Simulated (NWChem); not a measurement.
System: C4H7F; SMILES C(=C)(F)CC

```xyz
12

C     -0.8391     1.6276    -0.2454
C     -0.0680     0.5973     0.0928
F      1.2672     0.7302     0.0594
C     -0.4848    -0.7682     0.5225
C      0.0608    -1.8716    -0.3791
H     -0.3960     2.5798    -0.5414
H     -1.9242     1.5293    -0.2254
H     -1.5835    -0.8011     0.5648
H     -0.1216    -0.9246     1.5541
H      1.1588    -1.8312    -0.4244
H     -0.2276    -2.8639    -0.0027
H     -0.3234    -1.7704    -1.4056
```
Atoms are numbered in this order, from 1.

Program: NWChem. Medium grid unless said otherwise, to which SCAN and Minnesota functionals are sensitive. The geometry was optimised at PBE0/def2-SVP. Total energies of different functionals are on different scales.

```
level                   energy (Ha)  highest occupied level (eV)  orbital gap (eV)  dipole (D)
----------------------  -----------  ---------------------------  ----------------  ----------
PBE/def2-TZVP             -256.2492                        -6.05              5.46        1.38
B3LYP/def2-TZVP           -256.5715                        -7.05              7.19        1.48
Hartree-Fock/def2-TZVP    -255.0659                   (withheld)        (withheld)  (withheld)
PBE0/def2-TZVP            -256.2719                        -7.26              7.68        1.48
M06-2X/def2-TZVP          -256.4490                        -8.53              9.84        1.55
CAM-B3LYP/def2-TZVP       -256.4490                        -8.64             10.13        1.52
```

### Question
Complete the blanks.

### Answer

- Hartree-Fock/def2-TZVP, highest occupied level (eV): -9.91
- Hartree-Fock/def2-TZVP, orbital gap (eV): 13.61
- Hartree-Fock/def2-TZVP, dipole (D): 1.67
